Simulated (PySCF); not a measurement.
Zn(I)2 anion (I2Zn), SMILES [Zn]([I])[I] (connectivity only; charge and spin as stated), charge -1, multiplicity 2.

Geometry: PBE-D3(BJ)/def2-SVPD. The spin state was assumed, not searched. The isomer is the one that the SMILES or the coordinates give; other isomers of the formula were not compared. The def2 effective core potentials stand for the cores of I; spin–orbit coupling is left out.

Calculation: B3LYP/def2-TZVPD in PySCF.

Isolated molecule, no solvent.

- total energy: -2375.22791 hartree
- point group: C2v
- α spin, highest occupied and lowest empty level: -0.67 and 2.76 eV
- β spin, highest occupied and lowest empty level: -2.71 and 1.12 eV
- dipole moment about the centre of nuclear charge: 0.086 e·Å
- mean static polarisability: 154.3 bohr³ (22.87 Å³)
- polarisability, principal values: 111.2, 146.3, 205.5 bohr³
- ⟨S²⟩: 0.752 (pure state 0.75)
